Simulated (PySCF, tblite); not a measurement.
Isomers of C6H7ClO2SSi. All values are computed: GFN2-xTB (tblite) harmonic vibrations without scaling, gas phase. The method is semi-empirical: single wavenumbers can be off by several per cent or more. Modes of hydrogen on silicon can be 10 to 20 % off. One conformer each.

Electronic energies: PBE0/pcSseg-1 single points on the GFN2-xTB geometries (PySCF, gas phase).

```csv
SMILES,"electronic energy, lowest = 0 (kcal/mol)"
O=S(=O)(Cl)c1ccccc1[SiH3],2.9
O=S(=O)(Cl)c1cccc([SiH3])c1,0.0
O=S(=O)(Cl)c1ccc([SiH3])cc1,0.2
```

**Question.** How do GFN2-xTB zero-point energies change the relative energies?

**Answer.** 
| SMILES | ZPE (kcal/mol) | of it from modes above 1550 cm⁻¹ | electronic (kcal/mol) | with ZPE, lowest = 0 (kcal/mol) | lowest mode (cm⁻¹) | rings |
| --- | --- | --- | --- | --- | --- | --- |
| O=S(=O)(Cl)c1cccc([SiH3])c1 | 70.0 | 29.8 | 0.0 | 0.0 | 22 | 1 |
| O=S(=O)(Cl)c1ccc([SiH3])cc1 | 70.0 | 32.0 | 0.2 | 0.2 | 17i | 1 |
| O=S(=O)(Cl)c1ccccc1[SiH3] | 70.7 | 32.0 | 2.9 | 3.6 | 48 | 1 |

The zero-point energies span 0.7 kcal/mol, from `O=S(=O)(Cl)c1ccc([SiH3])cc1` to `O=S(=O)(Cl)c1ccccc1[SiH3]`. Slightly imaginary modes are left out of the zero-point energy: `O=S(=O)(Cl)c1ccc([SiH3])cc1` 17.4i cm⁻¹. The order is unchanged.

**Question.** And how do the electronic energies of GFN2-xTB itself compare?

**Answer.** `O=S(=O)(Cl)c1cccc([SiH3])c1` 6.0; `O=S(=O)(Cl)c1ccc([SiH3])cc1` 6.6; `O=S(=O)(Cl)c1ccccc1[SiH3]` 0.0 kcal/mol, lowest = 0. Against the energies above, taken from the same isomer `O=S(=O)(Cl)c1cccc([SiH3])c1`, the largest difference is 8.9 kcal/mol.
